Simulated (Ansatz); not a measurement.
Breaking a bond: GaSi (cation, charge +1), lowest singlet found (which spin is the ground state isn't settled by this scan).

RCCSD(T) = CCSD(T) on RHF/aug-cc-pVDZ, cores with 3d frozen (Ansatz, a program for electronic structure); RKS-BLYP = restricted BLYP/aug-cc-pVDZ (Ansatz); RHF/aug-cc-pVDZ (Ansatz); RMP2 = MP2 on RHF/aug-cc-pVDZ, cores with 3d frozen (Ansatz); RCCSDT(Q) = CCSDT(Q) on RHF/aug-cc-pVDZ, cores with 3d frozen run with Ansatz.

Energies are in mEh, each relative to the lowest point of its own curve between 2.78 and 3.73 Å, where full CI is lowest.

```tsv
R / Å	RCCSD(T)	RKS-BLYP	RHF	RMP2	RCCSDT(Q)
2.78	6.1	7.8	6.9	6.3	5.9
2.95	1.4	[?]	[?]	1.4	1.4
3.13	0.0	0.0	0.0	0.0	0.0
3.43	2.3	[?]	[?]	2.5	2.3
3.73	7.4	6.0	6.6	7.9	7.4
4.15	15.6	13.1	14.2	16.5	15.6
4.56	22.9	19.4	21.0	24.3	22.9
5.09	30.1	25.6	27.9	32.2	30.1
5.87	36.4	30.7	34.3	39.6	36.3
6.71	39.5	[?]	38.0	43.8	39.3
7.89	41.4	[?]	40.5	46.4	41.0
```

**Question.** Some entries are withheld; supply them.

**Answer.** 
- 2.95, RKS-BLYP: 2.1
- 2.95, RHF: 1.7
- 3.43, RKS-BLYP: 1.5
- 3.43, RHF: 1.9
- 6.71, RKS-BLYP: 32.7
- 7.89, RKS-BLYP: 32.8

The scan ran from 1.67 to 7.89 Å; beyond the distances shown full CI changes its symmetry label. The restricted form behind RKS-BLYP, RHF, RMP2 keeps the bonding electrons paired and can't separate into open-shell fragments.
